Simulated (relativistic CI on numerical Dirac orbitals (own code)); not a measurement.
## How well does a small relativistic CI reproduce Ru?

Calculated at this level of theory: Dirac-Coulomb-Breit CI, separate exchange-only KLI orbitals for each configuration, a model potential for QED, valence Slater integrals scaled by 0.85, P86 correlation energy added to each configuration (own radial code, finite nucleus).

Configuration list (outside the closed core [Kr]): 4d7.5s, 4d6.5s2, 4d7.5p, 4d8, 4d7.5d, 4d7.6s, 4d6.5s.5p, 4d7.6p, 4d7.7s, 4d7.4f, 4d7.7p, 4d7.6d, 4d7.8s, 4d7.5g, 4d7.5f, 4d7.8p, 4d7.7d, 4d7.8d, 4d6.5s.7s, 4d6.5s.4f, 4d6.5s.7p, 4d6.5s.6d, 4d5.5s2.5p, 4d6.5s.8s, 4d6.5s.5g, 4d6.5s.5f, 4d6.5s.8p, 4d6.5s.7d, 4d6.5s.6s, 4d6.5p2, 4d5.5p3. Double excitations out of closed p, d and f shells are left out; levels of such configurations are missing from the list, as are those of other unlisted configurations, and high levels can miss mixing partners.

```
Configuration  Term (tabulated)  J  Measured (cm⁻¹)  Computed  Error  Purity (%)
       4d7.5s              a 5F  5              0.0         0      0          98
       4d7.5s              a 5F  4           1190.6      1116    -74          98
       4d7.5s              a 5F  3           2091.5      1964   -128          98
       4d7.5s              a 5F  2           2713.2      2557   -156          98
       4d7.5s              a 5F  1           3105.5      2934   -171          98
      4d6.5s2              a 5D  4           7483.1      7961    478          57
       4d7.5s              a 3F  3           8084.1      9086   1002          64
      4d6.5s2              a 5D  3           8575.4      8561    -14          66
       4d7.5s              a 5P  3           8770.9     10448   1677          97
      4d6.5s2              a 5D  1           9073.0      9514    441          82
       4d7.5s              a 3F  2           9183.7      9773    589          60
      4d6.5s2              a 5D  0           9492.4      9742    250          86
       4d7.5s              a 5P  1           9620.3     10920   1300          66
       4d7.5p             z 5D°  4          26312.8     22703  -3610          65
       4d7.5p             z 5F°  5          26816.2     23260  -3557          84
       4d7.5p             z 5D°  3          27506.6     23823  -3684          60
       4d7.5p             z 5F°  4          28014.8     24304  -3711          66
       4d7.5p             z 5G°  6          28571.9     25370  -3202          90
       4d7.5p             z 5F°  3          28890.5     25147  -3743          64
       4d7.5p             z 5D°  1          29118.5     25341  -3777          55
       4d7.5p             z 5F°  2          29427.3     25648  -3780          64
       4d7.5p             z 5D°  0          29569.9     25671  -3899          74
       4d7.5p             z 5F°  1          29693.6     25901  -3793          68
       4d7.5p           z 3G° †  4          29890.9     28205  -1686          63
       4d7.5p             z 3F°  4          30348.5     27355  -2994          75
       4d7.5p             z 5G°  3          30537.1     27250  -3287          83
       4d7.5p           z 5G° †  2          30958.8     27631  -3328          89
       4d7.5p           z 5G° †  4          31345.8     26640  -4706          68
       4d7.5p           z 3G° †  3          31852.9     28815  -3038          75
       4d7.5p             z 3F°  2          33172.0     29070  -4102          61
```

Measured levels from NIST Handbook of Basic Atomic Spectroscopic Data (Sansonetti and Martin, J. Phys. Chem. Ref. Data 34, 1559 (2005)); pairs were made by configuration, J and term (by order where the table uses no LS term), so strongly mixed levels may be paired wrongly.

Mean error by configuration (cm⁻¹): 4d7.5s 505; 4d6.5s2 289; 4d7.5p -3626. Over the excited levels the mean absolute error is 2137 cm⁻¹ (29 of the 36 excited levels that our extract of the source holds in range could be paired, and the others can miss by more), and the median relative error of those above 1,000 cm⁻¹ is 12 %. Some levels of the ground configuration have no partner. † marks terms whose computed intervals miss the measured ones by more than a factor of 2.5, or configurations far off the rest, from wrong mixing, a near crossing or a doubtful label or measurement; they are left out of the means.

Transition probabilities of persistent lines. The last column rescales the computed rate by the cube of measured over computed energy:

```tsv
λ measured (Å)	Lower	Upper	A tabulated (s⁻¹)	A computed	A rescaled
3498.94 air	4d7.5s a 5F_5	4d7.5p z 5G°_6	8.61e+07	1.09e+08	1.55e+08
3589.22 air	4d7.5s a 5F_1	4d7.5p z 5G°_2	9.11e+07	8.34e+07	1.20e+08
3593.03 air	4d7.5s a 5F_2	4d7.5p z 5G°_3	8.17e+07	8.26e+07	1.18e+08
3596.18 air	4d7.5s a 5F_3	4d7.5p z 3G°_4	4.20e+07	1.36e+07	1.62e+07
3726.93 air	4d7.5s a 5F_4	4d7.5p z 5F°_4	7.53e+07	6.01e+07	9.31e+07
3728.03 air	4d7.5s a 5F_5	4d7.5p z 5F°_5	8.20e+07	7.32e+07	1.12e+08
3730.43 air	4d7.5s a 5F_3	4d7.5p z 5F°_3	7.06e+07	5.87e+07	9.06e+07
3798.90 air	4d7.5s a 5F_4	4d7.5p z 5D°_3	5.98e+07	5.42e+07	8.43e+07
3799.35 air	4d7.5s a 5F_5	4d7.5p z 5D°_4	5.33e+07	5.28e+07	8.22e+07
```
